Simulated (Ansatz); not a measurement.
`CO[Si]F` + `CN([SiH3])[SiH3]` → `F[Si]N([SiH3])[SiH3]` + `COC` at 700 K and 1 bar (formal exchange of groups at the Si–O bond).

Isolated molecules relaxed with PBE0-D4/def2-TZVP in Ansatz; ΔE leaves out vibrations. CBS: MP2 limit from def2 TZ/QZ plus the TZ coupled-cluster correction, frozen cores. One conformer a species, not always the lowest.

| species | CCSD(T)/CBS energy (Eh) | H − E (kJ/mol) | S (J/(mol·K)) |
| --- | --- | --- | --- |
| `CO[Si]F` | -503.96814 | 171.6 | 384.4 |
| `CN([SiH3])[SiH3]` | -676.35037 | 336.0 | 489.3 |
| `F[Si]N([SiH3])[SiH3]` | -1025.44155 | 247.6 | 510.4 |
| `COC` | -154.86276 | 259.9 | 338.3 |

H − E and S are ideal-gas, rigid-rotor, harmonic terms from PBE0-D4/def2-TZVP, for one conformer and one mirror image of each species. 1 Eh = 2625.50 kJ/mol, R = 8.31446 J/(mol·K).

Q: By hand: ΔE, ΔH, ΔS and ΔG.

A: ΔE = (-1025.44155) + (-154.86276) − (-503.96814) − (-676.35037) = 0.01420 Eh = 37.3 kJ/mol. Δ(H − E) = 247.6 + 259.9 − 171.6 − 336.0 = -0.1, so ΔH = 37.2 kJ/mol. ΔS = 510.4 + 338.3 − 384.4 − 489.3 = -25.0 J/(mol·K). ΔG = 37.2 − 700 × (-25.0)/1000 = 54.7 kJ/mol.

Q: By hand: the equilibrium constant, and the temperature at which ΔG would vanish if ΔH and ΔS stayed fixed.

A: log₁₀ K = −ΔG/(RT ln 10) = -4.1. ΔH and −TΔS have one sign here, so there is no such temperature.

TΔS isn't small against ΔH here. A doubt of 5 kJ/mol in ΔE shifts log₁₀ K by 0.4 here. Other conformers and mirror images would add mixing entropy, several J/(mol·K) or more a flexible species. These are equilibria of isolated gas molecules and say nothing of rates. Largest T1 diagnostic: 0.014 (customary marks: 0.02 for closed shells, 0.045 for open ones).
